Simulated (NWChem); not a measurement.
System: C2H6OSi; SMILES CC(=O)[SiH3]

Program: NWChem. Geometry: optimised at PBE0/def2-SVP. B3LYP is NWChem's, with the RPA form of VWN correlation. Level: B3LYP/def2-SVP with SMD (1 M gas to 1 M solution), gas-phase geometry. Reactions with the solvent are ignored.

Question: Order these by “cavity-dispersion-structure term (kcal/mol)”, lowest first: cyclohexanone; water; benzene.

Answer: benzene (-1.5), cyclohexanone (-0.5), water (4.3)
